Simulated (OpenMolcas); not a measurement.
**Nb4+: moving or changing the point charges**

Nb4+ among 6 point charges of -1.7 e arranged as a tetragonal octahedron (D4h), 2.26 Å from the ion, with the axial distance 2.667 Å.

```
Program             : OpenMolcas
Method              : CASSCF
Basis               : ANO-RCC-VDZP [6s5p3d1f]
Scalar Hamiltonian  : DKH2, point nucleus
Active space        : 1 electron in 5 orbitals (4d)
State averaging     : 2S+1 = 2 even, 5 roots
Spin-orbit coupling : RASSI with atomic mean-field integrals over the reference wave functions
```

Runs around this geometry, states (labels of D4, the rotations of D4h). Energies in cm-1 above the lowest state or level, χT in cm3 K/mol.

| R (Å) | q (e) | Axial / equatorial distance | Ground state | First state of that spin | First gap with spin-orbit (degeneracies) | χT at 300 K |
| --- | --- | --- | --- | --- | --- | --- |
| 2.26 | -1.7 | 1.09 | 2E | 2B2 1992 | 666.0 (2, 2) | 0.145 |
| 2.26 | -1.36 | 1.18 | 2E | 2A1 2504 | 816.7 (2, 2) | 0.158 |
| 2.16 | -1.7 | 1.18 | 2E | 2B2 3894 | 783.0 (2, 2) | 0.142 |
| 2.26 | -1.7 | 1.18 | 2E | 2A1 3047 | 813.4 (2, 2) | 0.149 |
| 2.38 | -1.7 | 1.18 | 2E | 2A1 2253 | 850.3 (2, 2) | 0.161 |

Scaling the charges by -1.36 / -1.7 = 0.80 scales the first state of the same spin by 2504 / 3047 = 0.82; with fixed orbitals a first-order splitting would follow the charge.

An orbital doublet at a regular site is open to a Jahn-Teller distortion, which this geometry leaves out. This is an electrostatic model: the charges have no orbitals. No measured value stands beside these numbers.
